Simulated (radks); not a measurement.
Problem. All-electron atom: Ni V in [Ne] 3s2 3p4 3d6 4s2 (not the ground configuration). Method: scalar-relativistic Kohn-Sham, RPBE, spin-polarised, spherical densities, finite nucleus; open shells are filled with parallel spins first; Fermi nuclear charge, rms radius 3.7757 fm; computed with a radial shooting solver on a logarithmic mesh with Libxc functionals. Some entries of the table are withheld. Estimate them.

orbital,occ.,eigenvalue (eV),<r^2> (bohr^2),r(max) (bohr)
1s up,1,-8309.752,0.003934,0.03539
1s down,1,-8308.605,0.003933,0.03539
2s up,1,-1075.640,0.07077,0.2044
2s down,1,-1071.802,0.07039,0.2043
2p up,3,-938.6336,0.05686,0.1647
2p down,3,-935.0649,0.05653,0.1647
3s up,1,-197.8460,0.5790,0.6289
3s down,1,-187.7496,0.5911,0.6311
3p up,3,-157.0820,0.6213,0.6308
3p down,1,-147.1944,0.6412,0.6343
3d up,5,-91.3207,0.7074,0.5823
3d down,1,-82.0287,0.7685,0.5895
4s up,1,(1),3.739,1.661
4s down,1,(2),3.938,1.710
4p up,0,-43.4126,4.607,1.822
4p down,0,-42.2131,4.858,1.876
4d up,0,-28.6422,(3),2.255
4d down,0,-27.9086,(4),2.332
5s up,0,-23.9237,14.79,3.560
5s down,0,-23.4756,15.36,3.637

Solution. 
(1) 4s up eigenvalue (eV): -53.7461
(2) 4s down eigenvalue (eV): -52.1528
(3) 4d up <r^2> (bohr^2): 7.254
(4) 4d down <r^2> (bohr^2): 7.687
